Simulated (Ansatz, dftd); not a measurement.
Reaction: BNH6 (SMILES [NH3+][BH3-]) → BNH5 (SMILES [BH2-][NH3+], doublet) + H (doublet) (the B-H bond breaks)
Each species at its own B3LYP-D3(BJ)/def2-TZVP minimum (Ansatz, an electronic-structure program).

Wanted: bond dissociation energy (electronic), in kcal/mol. UHF or UKS for unpaired electrons; spin-orbit terms are left out. Cores are frozen in correlated methods. Rows without X2C or -DK are non-relativistic. CBS(X,Y): correlation extrapolated as X^-3, Hartree-Fock from the larger set. A bracket is a step between two methods taken in the basis named. The functionals are non-relativistic, so their misses hold any scalar relativity. 'core' is core correlation in cc-pwCVTZ, 'X2C' scalar relativity in cc-pVTZ-DK, both at CCSD(T). Where a partner has so few electrons that a lower coupled-cluster level is exact, that level stands in.

```tsv
level	program	bond dissociation energy (kcal/mol)
r2SCAN-D3(BJ)/def2-TZVPD	Ansatz + dftd3	102.1
PBE0-D3(BJ)/def2-TZVPD	Ansatz + dftd3	103.1
r2SCANh/def2-TZVPD	Ansatz	102.1
MP2/cc-pVQZ	Ansatz	105.3
MP2/CBS(cc-pVTZ,cc-pVQZ)	Ansatz	___
CCSD/cc-pVDZ	Ansatz	103.7
CCSD/cc-pVQZ	Ansatz	106.6
CCSDT(Q)/cc-pVDZ	Ansatz	___
CCSDT(Q)/cc-pVTZ	Ansatz	106.8
CCSD(T)/CBS(cc-pVTZ,cc-pVQZ) + [CCSDT(Q) - CCSD(T)]/cc-pVTZ + core + X2C	Ansatz	___
```

Problem. Fill in the missing entries.

Solution. 
- MP2/CBS(cc-pVTZ,cc-pVQZ), bond dissociation energy (kcal/mol): 105.9
- CCSDT(Q)/cc-pVDZ, bond dissociation energy (kcal/mol): 104.1
- CCSD(T)/CBS(cc-pVTZ,cc-pVQZ) + [CCSDT(Q) - CCSD(T)]/cc-pVTZ + core + X2C, bond dissociation energy (kcal/mol): 107.6
